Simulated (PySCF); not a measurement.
The complex [Ag(H2O)4]2+ (charge +2) contains Ag(II), shell d9. The structure is a PBE0-D3(BJ)/def2-TZVP, IEF-PCM water geometry optimised for multiplicity 2; coordination square planar, point group Cs, metal–donor distances 2.13 Å.

```
13

Ag    0.000    0.000    0.000
O     2.135    0.000    0.021
H     2.500    0.773    0.475
H     2.500   -0.773    0.475
O    -2.137    0.000    0.021
H    -2.507    0.774   -0.428
H    -2.507   -0.774   -0.428
O    -0.115    2.141   -0.022
H     0.243    2.532    0.788
H     0.394    2.524   -0.752
O    -0.115   -2.141   -0.022
H     0.243   -2.532    0.788
H     0.394   -2.524   -0.752
```

Method (PySCF 2.14, density fitting): CASSCF(9,5) with orbitals averaged over all microstates of the shell, strongly contracted NEVPT2 on the averaged canonical orbitals; basis x2c-TZVPall on the metal, x2c-SVPall elsewhere; spin-free X2C; IEF-PCM water; spin-orbit coupling by state interaction with the mean-field operator over all roots.

What is the ground state?

2A' (S = 1/2, orbital degeneracy 1), orbital occupations from the lowest 2.0 2.0 2.0 2.0 1.0, by NEVPT2.

List the excited states of the same spin.

By NEVPT2: 2A' at 19085 cm⁻¹ (524 nm); 2A'' at 19490 cm⁻¹ (513 nm); 2A' at 20729 cm⁻¹ (482 nm); 2A'' at 22522 cm⁻¹ (444 nm). The strongest, at 19490 cm⁻¹, has f = 6.8e-06.

Give the fitted ligand-field and repulsion parameters.

At NEVPT2 level: orbital energies 0, 1793, 3031, 3437, 22522 cm⁻¹; ζ = 1710 cm⁻¹ (free ion 1770).

What are the magnetic parameters?

The ground doublet has g = 2.100, 2.113, 2.545. μeff is 1.98 μB at 300 K and 1.96 μB at 10 K; the spin-only value is 1.73 μB.

NEVPT2 lifts 2A'' from 15179 to 19490 cm⁻¹; on the d shell alone such lifts tend to overshoot.

The job took 11 s on one thread of AMD EPYC 9R14 (shared host), with 159 basis functions and a peak of 0.62 GiB, launched as `OMP_NUM_THREADS=1 python lf_run.py task.json out`.
